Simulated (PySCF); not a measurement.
LiGa: from constants to spectrum

RHF-CCSD(T) constants of LiGa, ¹Σ⁺ (singlet), closed shell (basis Li aug-pcseg-1, Ga aug-pcseg-1; no relativity; PySCF 2.14; masses 7.0160 and 68.9256 u):

* ωe: 262.7 cm⁻¹
* ωexe: 1.98 cm⁻¹
* Be: 0.31194 cm⁻¹
* αe: 0.00337 cm⁻¹
* D (centrifugal): 1.76e-06 cm⁻¹
* De to Li + Ga: 0.83 eV

Q: Estimate the standard entropy (1 bar) and heat capacity of the ideal gas at 1500 K, rigid rotor with B0 and harmonic oscillator at the fundamental.

A: Translation (Sackur–Tetrode, M = 75.94 u): 196.4 J/(mol K). Rotation: q = kT/(σB0) = 3360 with σ = 1, 75.8. Vibration: x = hcν0/kT = 0.248, 19.92. S° = 292.2 J/(mol K); Cp = 7R/2 + 8.27 = 37.4 J/(mol K).

Correlated steps freeze 9 core orbitals. Correlated levels converge slowly with the basis: in double zeta they bind strong bonds too weakly, by up to about 1 eV, and carry superposition errors of some tenths. Where the molecule has an RHF reference, its open-shell atoms are computed with UHF.
